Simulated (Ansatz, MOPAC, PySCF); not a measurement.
Constitutional and geometric isomers with formula CH5BO. All species are isolated molecules in the gas phase. One relaxed conformer stands for each flexible species; it need not be the lowest. Strings in code marks are SMILES.

Quantity: electronic energy of isomers of CH5BO relative to `CBO` (C–B–O–H torsion 180°), in kJ/mol. Semi-empirical values (MOPAC) are differences of heats of formation.

Level 1: frozen-core MP2/cc-pVTZ // B3LYP-D3(BJ)/def2-TZVP (Ansatz, a quantum-chemistry and plane-wave program)
Level 2: PBE/6-31G* // B3LYP-D3(BJ)/def2-TZVP (PySCF)
Level 3: HF/STO-3G // B3LYP-D3(BJ)/def2-TZVP (PySCF)
Level 4: AM1 // B3LYP-D3(BJ)/def2-TZVP (MOPAC)

| species | level 1 | level 2 | level 3 | level 4 |
|---|---|---|---|---|
| `BCO` | 264.6 | 249.3 | 251.4 | 205.4 |
| `BOC` | 104.6 | 74.2 | 41.20 | 97.0 |
